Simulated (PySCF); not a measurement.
# Iron: a sound run and one with changed settings

Sound run: Fe [Ar] 3d6 4s2, Fe+ [Ar] 3d6 4s1. All numbers are calculated (PySCF 2.14, the non-relativistic Hamiltonian (point nucleus), in aug-cc-pVDZ (7s6p4d2f, 59 functions)). In the sound run the correlated levels freeze [Ar]. The sound run starts from symmetry-adapted Hartree-Fock orbitals and uses a fine grid where one is needed.

Changed run: scalar relativity by spin-free X2C-1e. This setting is unsound on purpose.

| species | method | sound run (hartree) | changed run (hartree) | converged |
| --- | --- | --- | --- | --- |
| Fe | UHF | -1262.45147 | -1269.79776 | yes |
| Fe | TPSS | -1263.70273 | -1271.04896 | yes |
| Fe | B3LYP | n/a | -1271.06512 | yes |
| Fe | MP2 | -1262.60823 | -1269.95609 | yes |
| Fe+ | UHF | -1262.21741 | -1269.56170 | yes |
| Fe+ | TPSS | -1263.42592 | -1270.76929 | yes |
| Fe+ | B3LYP | -1263.42739 | -1270.77027 | yes |
| Fe+ | MP2 | -1262.33652 | -1269.68182 | yes |

Ionisation energy of Fe:

```csv
method,sound run (eV),changed run (eV)
UHF,6.369,6.424
TPSS,7.533,7.610
B3LYP,n/a,8.023
MP2,7.394,7.463
SCS-MP2,7.566,7.636
```

Most of the change in total energy is the relativistic energy itself. On top of that the contraction fixes the core shape for the Hamiltonian it was made with, so the changed run is not a good calculation with the other Hamiltonian either.

For comparison, NIST gives 7.902 eV between the lowest levels.
